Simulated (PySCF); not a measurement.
H2O4W, SMILES [O]=[W](=[O])([OH])[OH], multiplicity 1.

The structure is a stationary point at PBE0-D3(BJ)/def2-SVP. A frequency run showed that this geometry is not a minimum. The multiplicity is an assumed one; no other spin state was optimised. The isomer is the one that the SMILES or the coordinates give; other isomers of the formula were not compared. The def2 effective core potentials stand for the cores of W; spin–orbit coupling is left out. One conformer was computed; it need not be the lowest.

All values below come from PBE0-D3(BJ)/def2-SVP run with PySCF.

Frequencies are harmonic and unscaled.

Computed normal modes with their intensities:
```json
[
 {"mode": "1", "ν (cm⁻¹)": "137i", "IR (km/mol)": "0.0", "moving atoms (share of kinetic energy)": "H 92 %, O 8 %"},
 {"mode": "2", "ν (cm⁻¹)": "82", "IR (km/mol)": "342.6", "moving atoms (share of kinetic energy)": "H 96 %"},
 {"mode": "3", "ν (cm⁻¹)": "201", "IR (km/mol)": "5.1", "moving atoms (share of kinetic energy)": "O 75 %, H 16 %, W 8 %"},
 {"mode": "4", "ν (cm⁻¹)": "225", "IR (km/mol)": "16.9", "moving atoms (share of kinetic energy)": "O 83 %, W 16 %"},
 {"mode": "5", "ν (cm⁻¹)": "240", "IR (km/mol)": "41.6", "moving atoms (share of kinetic energy)": "O 72 %, H 16 %, W 12 %"},
 {"mode": "6", "ν (cm⁻¹)": "263", "IR (km/mol)": "0.0", "moving atoms (share of kinetic energy)": "O 100 %"},
 {"mode": "7", "ν (cm⁻¹)": "366", "IR (km/mol)": "2.5", "moving atoms (share of kinetic energy)": "O 95 %"},
 {"mode": "8", "ν (cm⁻¹)": "506", "IR (km/mol)": "86.9", "moving atoms (share of kinetic energy)": "H 63 %, O 37 %"},
 {"mode": "9", "ν (cm⁻¹)": "520", "IR (km/mol)": "282.7", "moving atoms (share of kinetic energy)": "H 80 %, O 19 %"},
 {"mode": "10", "ν (cm⁻¹)": "750", "IR (km/mol)": "64.8", "moving atoms (share of kinetic energy)": "O 85 %, H 9 %"},
 {"mode": "11", "ν (cm⁻¹)": "772", "IR (km/mol)": "109.4", "moving atoms (share of kinetic energy)": "O 68 %, H 17 %, W 14 %"},
 {"mode": "12", "ν (cm⁻¹)": "1014", "IR (km/mol)": "214.5", "moving atoms (share of kinetic energy)": "O 89 %, W 11 %"},
 {"mode": "13", "ν (cm⁻¹)": "1054", "IR (km/mol)": "85.6", "moving atoms (share of kinetic energy)": "O 94 %"},
 {"mode": "14", "ν (cm⁻¹)": "3938", "IR (km/mol)": "604.2", "moving atoms (share of kinetic energy)": "H 94 %"},
 {"mode": "15", "ν (cm⁻¹)": "3943", "IR (km/mol)": "9.4", "moving atoms (share of kinetic energy)": "H 94 %"}
]
```
